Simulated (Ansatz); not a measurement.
AgSe2, relaxed as a doublet with UKS B3LYP-D4/def2-TZVP in Ansatz, starting from the GFN1-xTB geometry. Force threshold 0.02 eV/Å.

In the def2 sets Ag takes a core potential; there is no spin–orbit coupling. The structure comes from a short search, and lower isomers may exist.

Start:

```xyz
3

Ag    0.453   -1.368    1.272
Se   -0.871    1.572   -0.435
Se    0.418   -0.205   -0.837
```

Estimate the energy that the relaxation releases and the steps that it takes.

0.9 kcal/mol, in 4 steps; 13 s on 4 threads of Arm Neoverse V2 on a shared host. No frequencies were taken in this run, so the end may be a saddle point.

Does the start keep its bonding and symmetry?

By distances, no bond broke or formed. The bond that changes most is Ag1–Se3, from 2.41 to 2.49 Å (atoms count from 1). Point group Cs at the start, Cs at the end, both within 0.05 Å.

Predict the relaxed structure.


```xyz
3

Ag    0.4807   -1.4326    1.3158
Se   -0.8900    1.6206   -0.4719
Se    0.4093   -0.1879   -0.8438
```
Bond lengths: 1 × Ag–Se 2.49 Å; 1 × Se–Se 2.26 Å.
